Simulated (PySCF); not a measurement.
**Shieldings and the share of exact exchange**

Molecule: SMILES C[SiH2]OC[SiH3], C2H10OSi2.

Structure with atom numbers: `[CH3:1][SiH2:2][O:3][CH2:4][SiH3:5]` (H(Xn): hydrogen on atom n).

GIAO shieldings (ppm, equivalent atoms averaged) in PySCF 2.14.0 with density-fitted response routines on the PBE0-D3(BJ)/def2-SVP geometry, basis pcSseg-1, gas phase, non-relativistic:

```csv
functional,exact exchange (%),σ(C4),σ(Si2),σ(Si5),σ(O3)
BLYP,0,119.0,331.3,395.6,312.0
BP86,0,124.1,336.5,403.7,318.8
PBE,0,124.6,336.9,405.5,317.4
B3LYP,20,125.4,344.8,406.1,324.9
PBE0,25,132.0,354.2,418.1,332.5
mPW1PW91,25,131.2,353.4,415.7,332.3
HF,100,145.5,403.5,451.2,359.8
```

**Question.** Fit each shielding as a line in the percentage of exact exchange.

**Answer.** σ(C4) = 123.2 + 0.23 x (rms 2.4 ppm); σ(Si2) = 334.8 + 0.69 x (rms 2.4 ppm); σ(Si5) = 401.6 + 0.50 x (rms 3.9 ppm); σ(O3) = 317.6 + 0.44 x (rms 3.1 ppm). The functionals also differ in their semilocal parts, which the line can't hold; Hartree–Fock has no correlation at all.

**Question.** What does the line predict for BHandHLYP (50 %), and what does the run give?

**Answer.** σ(C4): 134.7 predicted, 133.5 computed; σ(Si2): 369.3 predicted, 365.8 computed; σ(Si5): 426.6 predicted, 422.2 computed; σ(O3): 339.6 predicted, 340.0 computed ppm.
